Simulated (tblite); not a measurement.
Compound: C₆H₁₃BO₂.
Z-matrix (Å and degrees, GFN2-xTB geometry), rows numbered from 1:
```
C 
C   1  1.5232
C   2  1.5271  1  111.92
C   3  1.5316  2  111.61  1  -177.92
C   4  1.5324  3  112.12  2  -174.64
C   5  1.5281  4  109.20  3  -173.31
O   6  1.4128  5  111.62  4    52.99
B   7  1.3524  6  119.24  5   -27.19
O   8  1.3482  7  124.48  6    -1.05
H   1  1.0875  2  110.59  3    60.87
H   1  1.0882  2  110.63  3   -59.19
H   1  1.0873  2  110.43  3  -179.16
H   2  1.0926  1  109.49  3   121.14
H   2  1.0907  1  109.89  3  -120.59
H   3  1.0922  2  110.03  1    61.11
H   3  1.0917  2  109.34  1   -57.82
H   4  1.1014  3  108.97  2   -53.73
H   5  1.0923  4  108.69  3   -54.57
H   5  1.0897  4  110.53  3    65.20
H   6  1.0983  5  110.17  4   -67.65
H   6  1.0956  5  110.82  4   172.27
H   8  1.1682  7  117.69  6   179.36
```

All values are computed: GFN2-xTB (tblite) harmonic vibrations without scaling, gas phase. Errors from tens to a few hundred cm⁻¹ against measured bands are possible. Modes of hydrogen on boron can be 10 to 20 % off. One conformer, not necessarily the lowest.

Harmonic wavenumbers (cm⁻¹): 65.4, 79.0, 98.5, 158.2, 230.4, 240.0, 298.2, 335.0, 358.8, 481.1, 501.0, 520.0, 713.4, 775.4, 779.1, 839.4, 884.9, 909.9, 931.3, 944.8, 986.8, 1021.9, 1045.2, 1084.5, 1089.9, 1115.8, 1139.8, 1141.3, 1177.2, 1182.8, 1207.8, 1229.0, 1243.6, 1261.0, 1280.0, 1304.1, 1319.5, 1339.7, 1341.2, 1366.6, 1414.9, 1459.0, 1473.4, 1479.3, 1494.3, 1504.2, 1505.9, 2665.5, 2851.4, 2889.3, 2930.0, 2967.0, 2974.6, 2981.8, 2988.2, 3001.1, 3002.9, 3029.7, 3036.7, 3041.3.

A = 4341, B = 825.0, C = 728.5 MHz; mass 128.101 u (most abundant isotopes); point group C1, symmetry number 1.

Problem. Zero-point energy?

Solution. Half the sum of the wavenumbers: 41356 cm⁻¹ = 494.73 kJ/mol.

Problem. What is S at 500 K and 1 bar for an ideal gas of classical rigid rotors and harmonic oscillators?

Solution. Translation 180.12, rotation 128.62, vibration 196.99: S = 505.7 J/(mol K).

Problem. And Cp and H(500 K) − H(0)?

Solution. Cp = 252.96 J/(mol K), of which vibrations give 219.70 (their classical limit is 60 R = 498.9); H(500 K) − H(0) = 69.34 kJ/mol without the zero-point energy, 52.71 from vibrations.

Problem. How do the functions run with temperature in this model?

Solution. 
| T (K) | S (J/(mol K)) | Cp (J/(mol K)) | H − H(0) (kJ/mol) | G − H(0) (kJ/mol) | ln q(vib) |
| --- | --- | --- | --- | --- | --- |
| 50 | 242.1 | 52.4 | 2.01 | -10.09 | 0.35 |
| 100 | 285.2 | 74.0 | 5.19 | -23.33 | 1.37 |
| 298.15 | 401.1 | 157.1 | 27.63 | -91.94 | 6.02 |
| 373.15 | 440.4 | 194.7 | 40.83 | -123.50 | 7.84 |
| 750 | 625.3 | 336.1 | 143.76 | -325.22 | 17.40 |
| 1000 | 729.9 | 390.1 | 234.99 | -494.92 | 23.62 |

q(vib) and H(0) count from the zero-point level.

Problem. What must be added to the electronic energy to get the Gibbs energy at 500 K and 1 bar?

Solution. ZPE + [H(500 K) − H(0)] − T·S = 494.73 + 69.34 − 252.87 = 311.20 kJ/mol.

Problem. Blend soft modes into free rotors: weight 1/[1 + (100 cm⁻¹/ν̃)⁴] for the oscillator and the rest for a rotor with moment μB/(μ + B), μ = h/(8π²ν), B = 10⁻⁴⁴ kg m². What vibrational entropy results?

Solution. 184.76 J/(mol K) in place of 196.99, which changes −T·S at 500 K by +6.11 kJ/mol.

Problem. Which modes carry the vibrational entropy at 500 K?

Solution. 65.4 cm⁻¹: 22.21; 79.0 cm⁻¹: 20.65; 98.5 cm⁻¹: 18.82; 158.2 cm⁻¹: 14.93; 230.4 cm⁻¹: 11.88; 240.0 cm⁻¹: 11.56 J/(mol K); the other 54 give 96.93 together.

Hindered rotation and anharmonicity are outside this model. Other conformers, if any are populated, would add a mixing term that is left out. The structure is chiral; the term R ln 2 for an equal mix with its mirror image is left out.
